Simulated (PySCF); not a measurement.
Gas-phase reaction: 2 C₂HF₅ + 2 C₂H₅ → 3 CH₃CHF₂ + 2 CF₂

Computed with PySCF (xtb for GFN2) and rigid-rotor harmonic-oscillator thermochemistry at 1 bar. S°(298 K) at PBE0/def2-TZVP differs from the NASA 1993 table for C₂H₅ (+9 J/mol/K); whether the harmonic model or the table's entry is off was not settled. † marks an energy on the PBE0/def2-TZVP geometry and frequencies; other levels use their own. CCSD(T) freezes the core. 6-31G* has spherical d functions here. Open shells (unrestricted): C₂H₅ (multiplicity 2); the rest are closed-shell singlets. GFN2 has no spin-polarisation term. CCSD(T) isn't extrapolated to the basis-set limit. The harmonic model lacks anharmonicity and excited electronic states, which grow with temperature; levels with a mode under 35 cm⁻¹ are left out. Internal rotation in C₂HF₅, C₂H₅, CH₃CHF₂ is treated as a harmonic vibration of one conformer, which makes the entropy rough.

```
level               ΔE electronic, kJ  ΔH°(298 K), kJ  ΔS°(298 K), J/K  ΔG°(1200 K), kJ
------------------  -----------------  --------------  ---------------  ---------------
CCSD(T)/def2-SVP†                 116             119              146              -39
GFN2-xTB                           42              49              129              -86
HF/6-31G*                         195             199              154               33
M06-2X/def2-TZVP†                 101             104              146              -54
PBE/def2-TZVP†                     96              98              146              -60
PBE0/def2-TZVP                    132             134              146              -24
LDA/def2-TZVP†                    143             146              146              -12
ωB97X-V/def2-TZVP†                 93              95              146              -63
```
ΔH° is lowest at GFN2-xTB and highest at HF/6-31G*. No reference value is set beside these.
